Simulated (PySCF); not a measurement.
**Ions at one geometry of [BiF2]+**

PySCF 2.14.0, RKS PBE0, Bi def2-SVP with ECP60, F def2-SVP; non-relativistic Hamiltonian with scalar-relativistic core potentials where named; density fitting; no spin-orbit coupling; singlets restricted, open shells unrestricted. The geometry is relaxed for charge +1, singlet, vacuum:

```xyz
3

Bi    0.0000    0.0000   -0.4756
F     1.4602    0.0000    0.8539
F    -1.4602    0.0000    0.8539
```

Energies count from the relaxed state; an electron taken off or put on is at rest in vacuum. Charges and spins are Mulliken's.

```json
{"state": "charge +1, singlet, vacuum", "energy (eV)": "0.00", "spin squared": "0.00", "charge on Bi1 (e)": "1.69", "spin on Bi1 (e)": "0.00", "dipole about the centre of mass (D)": "4.40"}
{"state": "charge 0, doublet, vacuum", "energy (eV)": "-8.34", "spin squared": "0.75", "charge on Bi1 (e)": "0.93", "spin on Bi1 (e)": "0.93", "dipole about the centre of mass (D)": "4.10"}
```

Task: What does the state charge +2, doublet, vacuum give?

Result: energy (eV) 19.46, spin squared 0.78, charge on Bi1 (e) 2.14, spin on Bi1 (e) 0.03, dipole about the centre of mass (D) 2.41.

With an electron taken off (doublet) the charges change, summed by element, by Bi +0.45 e, F +0.55 e. The vertical ionisation energy is 19.46 eV, against −ε(HOMO) = 16.89 eV of the relaxed state. The level lies 2.6 eV too high, as is usual for semilocal functionals and global hybrids, which keep a self-interaction error.

With an electron put on (doublet) the charges change, summed by element, by Bi -0.76 e, F -0.24 e. The vertical electron affinity is 8.34 eV, against −ε(LUMO) = 10.78 eV of the relaxed state.

Open shells may have lower solutions than those found.
